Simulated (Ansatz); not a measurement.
`C[CH2][Mg][NH2]` + HCl → `[NH2][Mg][Cl]` + `CC` at 500 K and 1 bar (ligand exchange at a Mg–C bond).

Computed with Ansatz on PBE0-D4/def2-TZVP structures; ΔE is electronic, products minus reactants. CCSD(T)/CBS is the MP2 limit (def2-TZVPP, def2-QZVPP) plus CCSD(T) − MP2 in def2-TZVPP, frozen cores. This one scheme is used for every species. For Mg outer-core shells are correlated without core-valence functions, which leaves a few kJ/mol of doubt a bond. One conformer a species, not always the lowest.

```csv
species,CCSD(T)/CBS energy (Eh),H − E (kJ/mol),S (J/(mol·K))
`C[CH2][Mg][NH2]`,-334.92798,277.2,422.5
HCl,-460.38127,32.5,201.9
`[NH2][Mg][Cl]`,-715.67895,97.6,328.9
`CC`,-79.71954,220.5,259.9
```

H − E and S are ideal-gas, rigid-rotor, harmonic terms from PBE0-D4/def2-TZVP, for one conformer and one mirror image of each species. 1 Eh = 2625.50 kJ/mol, R = 8.31446 J/(mol·K).

Question: By hand: ΔE, ΔH, ΔS and ΔG.

Answer: ΔE = (-715.67895) + (-79.71954) − (-334.92798) − (-460.38127) = -0.08924 Eh = -234.3 kJ/mol. Δ(H − E) = 97.6 + 220.5 − 277.2 − 32.5 = 8.4, so ΔH = -225.9 kJ/mol. ΔS = 328.9 + 259.9 − 422.5 − 201.9 = -35.6 J/(mol·K). ΔG = -225.9 − 500 × (-35.6)/1000 = -208.1 kJ/mol.

Question: By hand: the equilibrium constant, and the temperature at which ΔG would vanish if ΔH and ΔS stayed fixed.

Answer: log₁₀ K = −ΔG/(RT ln 10) = 21.7. ΔG = 0 at ΔH/ΔS = 6346 K, far beyond where these terms or the molecules hold.

ΔH outweighs TΔS. A doubt of 5 kJ/mol in ΔE shifts log₁₀ K by 0.5 here. Other conformers and mirror images would add mixing entropy, several J/(mol·K) or more a flexible species. Modes under 60 cm⁻¹, often nearly free rotors, make the harmonic entropy too high. These are equilibria of isolated gas molecules and say nothing of rates. Largest T1 diagnostic: 0.009 (customary marks: 0.02 for closed shells, 0.045 for open ones).
